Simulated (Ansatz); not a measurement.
Exact exchange and the HOMO–LUMO gap of C3H5Ga

C3H5Ga has 9 atoms, charge 0, and is taken as a singlet. As SMILES, `C#[C][GaH][CH3]`. Geometry: relaxed at PBE0-D4/def2-TZVP.

The HOMO–LUMO gap y, in eV, basis 6-31G(d); a is the functional's share of exact exchange. Programs: Ansatz 0.2.0.

| functional | program | a | y (eV) |
| --- | --- | --- | --- |
| BLYP | Ansatz | 0 | 3.91 |
| revPBE | Ansatz | 0 | 4.07 |
| B3LYP | Ansatz | 0.2 | 5.51 |
| PBE0 | Ansatz | 0.25 | ? |
| r2SCAN0 | Ansatz | 0.25 | 6.33 |
| BHLYP | Ansatz | 0.5 | 7.85 |

Problem. Fit y = c + s·a to the known rows and predict PBE0.

Solution. 
1. Means of the 5 rows: a = 0.1900, y = 5.534.
2. Σ(Δa)² = 0.172, Σ(Δa·Δy) = 1.3522, so the slope is 1.3522/0.172 = 7.8616.
3. Intercept: 5.534 − (7.8616) × 0.1900 = 4.040. The largest residual of the fit is 0.32.
4. PBE0: 4.040 + (7.8616) × 0.25 = 6.01 eV.

The run gave 6.03 eV, so the prediction is off by -0.02 eV, within the largest residual. Exact exchange lowers occupied levels and raises empty ones.
